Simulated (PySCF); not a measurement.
# Electron correlation in Br+ (bromine, charge +1)

[Ar] 3d10 4s1 4p5, high-spin 3P determinant (an excited configuration). All numbers are calculated (PySCF 2.14, scalar relativity by spin-free X2C-1e, in x2c-TZVPPall). Frozen: [Ar] 3d10; 6 electrons correlated.

```json
{"level": "CCSD", "correlation energy (mhartree)": "-197.87"}
{"level": "(T)", "correlation energy (mhartree)": "-16.08"}
{"level": "CCSD(T)", "correlation energy (mhartree)": "-213.95"}
{"level": "CCSDT", "correlation energy (mhartree)": "-214.86"}
```

Diagnostics: T1 = 0.017, D1 = 0.0351, largest double amplitude 0.210.

A double-excitation amplitude exceeds 0.15, a sign of near-degeneracy.

Cost of the coupled-cluster step: roughly 0.5 core-seconds, for 6 correlated electrons.

Iterations:

```
CC2 = 0
CCSD nocc = (np.int64(4), np.int64(2)), nmo = (34, 34)
frozen orbitals [[0, 1, 2, 3, 4, 5, 6, 7, 8, 9, 10, 11, 12, 13], [0, 1, 2, 3, 4, 5, 6, 7, 8, 9, 10, 11, 12, 13]]
max_cycle = 100
direct = 0
conv_tol = 1e-08
conv_tol_normt = 1e-06
diis_space = 8
diis_start_cycle = 0
Init t2, MP2 energy = -0.143632106533705
Init E_corr(UCCSD) = -0.143632106533988
cycle = 1  E_corr(UCCSD) = -0.169086137347589  dE = -0.0254540308  norm(t1,t2) = 0.114951
cycle = 2  E_corr(UCCSD) = -0.180343217803466  dE = -0.0112570805  norm(t1,t2) = 0.0741014
cycle = 3  E_corr(UCCSD) = -0.198879962454412  dE = -0.0185367447  norm(t1,t2) = 0.0491408
cycle = 4  E_corr(UCCSD) = -0.196465955332124  dE = 0.00241400712  norm(t1,t2) = 0.0063633
cycle = 5  E_corr(UCCSD) = -0.198378424192629  dE = -0.00191246886  norm(t1,t2) = 0.00445456
cycle = 6  E_corr(UCCSD) = -0.198064434153701  dE = 0.000313990039  norm(t1,t2) = 0.00231006
cycle = 7  E_corr(UCCSD) = -0.197789912508928  dE = 0.000274521645  norm(t1,t2) = 0.00103037
cycle = 8  E_corr(UCCSD) = -0.197874327621016  dE = -8.44151121e-05  norm(t1,t2) = 0.000379743
cycle = 9  E_corr(UCCSD) = -0.197867814042717  dE = 6.5135783e-06  norm(t1,t2) = 0.000118594
cycle = 10  E_corr(UCCSD) = -0.197874360162253  dE = -6.54611954e-06  norm(t1,t2) = 4.30654e-05
cycle = 11  E_corr(UCCSD) = -0.197872393936122  dE = 1.96622613e-06  norm(t1,t2) = 1.51542e-05
cycle = 12  E_corr(UCCSD) = -0.197872270915729  dE = 1.23020392e-07  norm(t1,t2) = 4.41361e-06
cycle = 13  E_corr(UCCSD) = -0.197872239834193  dE = 3.10815364e-08  norm(t1,t2) = 3.46752e-06
cycle = 14  E_corr(UCCSD) = -0.197872248040079  dE = -8.20588597e-09  norm(t1,t2) = 6.89726e-07
UCCSD converged
E(UCCSD) = -2603.694532649637  E_corr = -0.1978722480400787
UCCSD(T) correction = -0.0160832905498753
```
